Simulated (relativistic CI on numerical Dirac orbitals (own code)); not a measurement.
Mn+ in a cubic cluster: 2p photoemission with charge transfer

Computed with a charge-transfer multiplet model of a cubic metal-ligand cluster with up to 3 ligand holes, Slater and spin-orbit integrals from Dirac-Coulomb-Breit ions, Slater integrals scaled by 0.7. The ground state mixes d6 with configurations of k ligand holes L, whose averages lie at kΔ + k(k − 1)U_dd/2; a core hole lowers each added d electron by U_cd. 300 K, Lorentzian 0.6 eV and Gaussian 0.8 eV FWHM.

Atomic integrals in eV (Slater integrals scaled, ζ unscaled), ground: F2dd 6.303, F4dd 3.879, zeta_d 0.031; with the core hole: F2dd 7.764, F4dd 4.828, zeta_d 0.052, zeta_core 6.792, F2cd 4.448, G1cd 3.278, G3cd 1.861.

Cluster parameters (eV): Δ = 6.9, U_cd = 6.9, 10Dq = 0.95, 10Dq(ligand) = 0.9, V(eg) = 1.45, V(t2g) = -0.65, final-state hopping factor = 0.9.

| Case | n_d | d6 | d7L | d8L2 | d9L3 | S |
| --- | --- | --- | --- | --- | --- | --- |
| U_dd = 4.1 eV | 6.07 | 0.93 | 0.07 | 0.00 | 0.00 | 2.00 |
| U_dd = 5.5 eV | 6.07 | 0.93 | 0.07 | 0.00 | 0.00 | 2.00 |
| U_dd = 6.9 eV | 6.07 | 0.93 | 0.07 | 0.00 | 0.00 | 2.00 |

Weights, n_d and S are thermal averages at 300 K. Binding energies count from the first peak over 30 % of the highest in each spectrum, which can be another peak from case to case. The parameters are a model scan and need not match a compound or its usual spin state. Peaks in eV (height, largest 100):
- U_dd = 4.1 eV: 0.0 (100), 3.5 (36), 11.4 (61), 14.8 (18)
- U_dd = 5.5 eV: 0.0 (100), 3.4 (34), 11.3 (61), 14.8 (16)
- U_dd = 6.9 eV: 0.0 (100), 3.4 (32), 11.4 (61), 14.8 (15)

For the case U_dd = 5.5 eV, Δ = 6.9 eV is larger than U_dd = 5.5 eV, the Mott-Hubbard side of the Zaanen-Sawatzky-Allen scheme. With the core hole the average of the configuration with one ligand hole lies at Δ − U_cd = 0.0 eV before mixing: the effective hopping of about 2.0 eV (from the holes of the mixed ground state) is comparable with this gap or larger, so the configurations mix strongly.
